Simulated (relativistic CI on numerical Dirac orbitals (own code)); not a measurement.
## Forbidden lines of Tl VIII

Computed by Dirac-Coulomb-Breit CI, orbitals from a KLI potential per configuration, model QED (radiative potential, 1s self-energy scaled to tabulated hydrogen-like ionisation energies), unscaled Slater integrals (own radial code, finite nucleus).

Configurations in the expansion (outside the closed core [Kr] 4d10 4f14): 5s2.5p6.5d6, 5s2.5p6.5d5.6s, 5s2.5p6.5d5.5f, 5s2.5p6.5d4.6s2, 5s2.5p6.5d5.6p, 5s2.5p5.5d7, 5s2.5p6.5d4.6s.6p, 5s2.5p6.5d5.5g, 5s2.5p6.5d4.6p2, 5s2.5p6.5d5.6d, 5s2.5p4.5d8, 5s2.5p6.5d5.7p, 5s.5p5.5d8. Levels of other configurations are missing.

| λ vac (nm) | Lower | Upper | Type | A (s⁻¹) | log gf |
| --- | --- | --- | --- | --- | --- |
| 174.44 | 5s2.5p6.5d6 5D_4 [1] | 5s2.5p6.5d6 3G_3 [20] | M1 | 1.16e+01 | -7.43 |
| 185.98 | 5s2.5p6.5d6 5D_4 [1] | 5s2.5p6.5d6 3H_5 [18] | M1 | 4.27e+00 | -7.61 |
| 186.19 | 5s2.5p6.5d6 5D_4 [1] | 5s2.5p6.5d6 3D_3 [17] | M1 | 6.44e+01 | -6.63 |
| 198.63 | 5s2.5p6.5d6 5D_4 [1] | 5s2.5p6.5d6 3G_4 [16] | M1 | 4.72e+01 | -6.60 |
| 203.29 | 5s2.5p6.5d6 5D_2 [2] | 5s2.5p6.5d6 3G_3 [20] | M1 | 1.25e+01 | -7.27 |
| 209.87 | 5s2.5p6.5d6 5D_4 [1] | 5s2.5p6.5d6 3H_4 [13] | M1 | 2.40e+01 | -6.85 |
| 219.43 | 5s2.5p6.5d6 5D_2 [2] | 5s2.5p6.5d6 3D_3 [17] | M1 | 8.59e+00 | -7.36 |
| 228.72 | 5s2.5p6.5d6 5D_3 [3] | 5s2.5p6.5d6 3G_3 [20] | M1 | 4.48e+01 | -6.61 |
| 244.89 | 5s2.5p6.5d6 5D_2 [2] | 5s2.5p6.5d6 3D_2 [15] | M1 | 6.25e+01 | -6.55 |
| 249.36 | 5s2.5p6.5d6 5D_3 [3] | 5s2.5p6.5d6 3D_3 [17] | M1 | 1.02e+02 | -6.18 |
| 250.83 | 5s2.5p6.5d6 5D_2 [2] | 5s2.5p6.5d6 3D_1 [14] | M1 | 1.55e+01 | -7.36 |
| 267.73 | 5s2.5p6.5d6 5D_4 [1] | 5s2.5p6.5d6 3F_3 [10] | M1 | 9.00e+01 | -6.17 |
| 272.19 | 5s2.5p6.5d6 5D_3 [3] | 5s2.5p6.5d6 3G_4 [16] | M1 | 1.27e+01 | -6.90 |
| 281.46 | 5s2.5p6.5d6 1G_4 [6] | 5s2.5p6.5d6 1F_3 [21] | M1 | 7.20e+01 | -6.22 |
| 282.77 | 5s2.5p6.5d6 5D_3 [3] | 5s2.5p6.5d6 3D_2 [15] | M1 | 1.70e+01 | -6.99 |
| 305.80 | 5s2.5p6.5d6 5D_4 [1] | 5s2.5p6.5d6 3G_5 [7] | M1 | 2.36e+01 | -6.44 |
| 314.80 | 5s2.5p6.5d6 5D_0 [4] | 5s2.5p6.5d6 3D_1 [14] | M1 | 8.68e+01 | -6.41 |
| 327.06 | 5s2.5p6.5d6 5D_2 [2] | 5s2.5p6.5d6 3F_2 [11] | M1 | 6.03e+01 | -6.32 |
| 331.65 | 5s2.5p6.5d6 5D_1 [5] | 5s2.5p6.5d6 3D_1 [14] | M1 | 5.47e+01 | -6.57 |
| 342.28 | 5s2.5p6.5d6 5D_2 [2] | 5s2.5p6.5d6 3F_3 [10] | M1 | 1.79e+01 | -6.66 |
| 342.34 | 5s2.5p6.5d6 1G_4 [6] | 5s2.5p6.5d6 3D_3 [17] | M1 | 6.17e+01 | -6.12 |
| 365.62 | 5s2.5p6.5d6 5D_2 [2] | 5s2.5p6.5d6 5D_2 [9] | M1 | 5.44e+01 | -6.26 |
| 373.03 | 5s2.5p6.5d6 5D_1 [5] | 5s2.5p6.5d6 1S_0 [12] | M1 | 5.26e+02 | -5.96 |
| 386.90 | 5s2.5p6.5d6 1G_4 [6] | 5s2.5p6.5d6 3G_4 [16] | M1 | 8.54e+01 | -5.76 |
| 398.31 | 5s2.5p6.5d6 5D_3 [3] | 5s2.5p6.5d6 3F_2 [11] | M1 | 1.58e+02 | -5.73 |
| 408.21 | 5s2.5p6.5d6 5D_4 [1] | 5s2.5p6.5d6 1G_4 [6] | M1 | 1.68e+02 | -5.42 |
| 421.12 | 5s2.5p6.5d6 5D_3 [3] | 5s2.5p6.5d6 3F_3 [10] | M1 | 3.97e+01 | -6.13 |
| 431.95 | 5s2.5p6.5d6 1G_4 [6] | 5s2.5p6.5d6 3H_4 [13] | M1 | 1.74e+02 | -5.36 |
| 441.01 | 5s2.5p6.5d6 3F_3 [10] | 5s2.5p6.5d6 1F_3 [21] | M1 | 2.49e+01 | -6.29 |
| 457.01 | 5s2.5p6.5d6 5D_3 [3] | 5s2.5p6.5d6 5D_2 [9] | M1 | 2.03e+02 | -5.50 |
| 457.86 | 5s2.5p6.5d6 5D_2 [9] | 5s2.5p6.5d6 3G_3 [20] | M1 | 1.94e+01 | -6.37 |
| 474.65 | 5s2.5p6.5d6 3G_5 [7] | 5s2.5p6.5d6 3H_5 [18] | M1 | 5.20e+01 | -5.71 |
| 498.30 | 5s2.5p6.5d6 3H_6 [8] | 5s2.5p6.5d6 3H_5 [18] | M1 | 9.38e+01 | -5.42 |
| 500.61 | 5s2.5p6.5d6 3F_3 [10] | 5s2.5p6.5d6 3G_3 [20] | M1 | 5.50e+01 | -5.84 |
| 537.19 | 5s2.5p6.5d6 3F_2 [11] | 5s2.5p6.5d6 3G_3 [20] | M1 | 2.39e+01 | -6.14 |
| 548.81 | 5s2.5p6.5d6 5D_2 [9] | 5s2.5p6.5d6 3D_3 [17] | M1 | 5.61e+01 | -5.75 |
| 566.78 | 5s2.5p6.5d6 3G_5 [7] | 5s2.5p6.5d6 3G_4 [16] | M1 | 6.54e+01 | -5.55 |
| 567.06 | 5s2.5p6.5d6 5D_1 [5] | 5s2.5p6.5d6 5D_2 [9] | M1 | 7.28e+01 | -5.76 |
| 611.38 | 5s2.5p6.5d6 3F_3 [10] | 5s2.5p6.5d6 3D_3 [17] | M1 | 1.26e+01 | -6.30 |
| 735.00 | 5s2.5p6.5d6 5D_4 [1] | 5s2.5p6.5d6 5D_3 [3] | M1 | 7.33e+01 | -5.38 |
| 777.96 | 5s2.5p6.5d6 1G_4 [6] | 5s2.5p6.5d6 3F_3 [10] | M1 | 2.13e+01 | -5.87 |
| 798.88 | 5s2.5p6.5d6 5D_2 [9] | 5s2.5p6.5d6 3D_1 [14] | M1 | 2.70e+01 | -6.11 |
| 971.21 | 5s2.5p6.5d6 3F_3 [10] | 5s2.5p6.5d6 3H_4 [13] | M1 | 8.28e+00 | -5.98 |
| 1029.3 | 5s2.5p6.5d6 5D_2 [2] | 5s2.5p6.5d6 5D_1 [5] | M1 | 4.86e+01 | -5.64 |
| 1219.0 | 5s2.5p6.5d6 1G_4 [6] | 5s2.5p6.5d6 3G_5 [7] | M1 | 5.78e+00 | -5.85 |

Terms are leading LS components. Brackets give the number of a level in order of energy, since labels repeat. The list gives strong lines, with weight on those to low levels, among the lowest 200 of 2899 levels, so that lines to higher ones, which can be the strongest, are missing. Levels whose partners in the same complex of configurations lie outside the list can be far off, and so can their lines. Rates are taken at the computed energies, electric ones in the length gauge.

At this charge configurations can still be misplaced by up to about 7 % of their energy. Terms inside the open d or f shell come out 10 to 20 % too wide with unscaled integrals. Levels and lines within the n = 5 or 6 shells can be off by up to 10 % or somewhat more, and those that change n by about 2 %, since core polarisation is missing.

LS names give the leading component of a level, which can be under half, so a name can repeat, a term be missing and a line seem to break the LS rules.
